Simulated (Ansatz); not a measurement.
Correlation energies of C2H4F3InO, SMILES `FC(F)(F)C[O][InH2]` by basis set

Cartesian coordinates in Å:
```
F 0.4013 -1.0098 1.9925
C -0.2590 -0.0458 1.3534
F -0.8244 0.7431 2.2705
F -1.2695 -0.6553 0.6777
C 0.6182 0.7406 0.3983
O 1.0863 -0.0575 -0.6212
In -0.1738 -0.7045 -2.0591
H 1.4489 1.1412 0.9938
H 0.0083 1.5956 0.0636
H 0.4008 -2.1571 -2.7293
H -1.4370 0.4096 -2.3403
```

Total charge 0; spin multiplicity 1. Correlated methods include outer-core shells of In, which these sets cover unevenly. In takes the def2 core potential. The structure was optimised at the PBE0-D4/def2-TZVP level. It is one conformer, not always the lowest. Frozen core, restricted reference, the Gaussian-basis code of Ansatz.

| basis | HF (Eh) | MP2 corr. |
| --- | --- | --- |
| def2-SVP | -640.08977 | -1.09080 |
| def2-TZVPP | -640.65240 | -1.59540 |
| def2-QZVPP | -640.67391 | -1.89763 |

**Question.** Estimate the CCSD correlation energy and the (T) correction in each basis where they were run (hartree).

**Answer.** 
```json
{"basis": "def2-SVP", "CCSD corr.": "-1.13039", "(T)": "-0.02620"}
```
